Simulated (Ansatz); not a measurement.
Reaction (substitution at a C–O bond): `OC[SiH2]F` + H₂Te → `F[SiH2]C[TeH]` + H₂O

Computed with Ansatz on PBE0-D4/def2-TZVP structures; ΔE is electronic, products minus reactants. CCSD(T)/CBS is the MP2 limit (def2-TZVPP, def2-QZVPP) plus CCSD(T) − MP2 in def2-TZVPP, frozen cores. This one scheme is used for every species. Functionals use def2-TZVPP. B3LYP here is the variant with VWN-RPA as its local correlation; programs differ in this. def2 core potentials past Kr. For Te outer-core shells are correlated without core-valence functions, which leaves a few kJ/mol of doubt a bond. Each species was taken in one conformer, which may not be the lowest.

Question: Is it downhill or uphill in electronic energy at CCSD(T)/CBS, and by how much? (An estimate is asked.)

Answer: The calculation gave: Downhill: ΔE = -93.5 kJ/mol.

Question: What do these levels give: PBE-D4, r2SCAN-D4, PBE0-D4, B3LYP-D4, ωB97X-V, PBE, HF/def2-TZVPP, CCSD(T)/def2-TZVPP, HF/def2-QZVPP, SCS-MP2/def2-QZVPP, HF/CBS(def2), MP2/CBS(def2)? (Estimate.)

Answer: Computed: PBE-D4 -76.8, r2SCAN-D4 -77.2, PBE0-D4 -79.2, B3LYP-D4 -75.8, ωB97X-V -72.3, PBE -71.1, HF/def2-TZVPP -62.4, CCSD(T)/def2-TZVPP -83.8, HF/def2-QZVPP -63.6, SCS-MP2/def2-QZVPP -93.4, HF/CBS(def2) -63.7, MP2/CBS(def2) -107.2 kJ/mol.

Largest T1 diagnostic among the species: 0.011.

In def2-TZVPP, CCSD(T) changes the Hartree–Fock value by −21.3 kJ/mol (the triples alone add −3.5 kJ/mol) and MP2 by −35.0 kJ/mol. The D4 term adds −9.6 kJ/mol with B3LYP and −5.1 kJ/mol with PBE0; it sums over pairs of atoms, weighted by their polarisabilities, and B3LYP, whose exchange is more repulsive, gets the larger term. From PBE to PBE0 (25 % exact exchange), in def2-TZVPP and without D4, ΔE moves by −3.1 kJ/mol.
